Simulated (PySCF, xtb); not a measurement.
Zr(Cl)3(OH) (Cl₃HOZr), SMILES [Cl][Zr]([OH])([Cl])[Cl], multiplicity 1. The values are those of a single conformer.

Harmonic wavenumbers (cm⁻¹) from GFN2-xTB (xtb) at its own minimum, in rising order: 69, 69, 99, 99, 105, 290, 290, 353, 390, 391, 646, 3620.

What does PBE0-D3(BJ)/def2-SVP run with PySCF give at its own minimum? (An estimate is asked for; the answer gives what the named calculation found.)

95, 95, 109, 144, 144, 328, 328, 381, 423, 423, 778, 3996. Paired by order, the mean absolute difference is 69 cm⁻¹ and the zero-point energies are 9.2 and 10.4 kcal/mol.
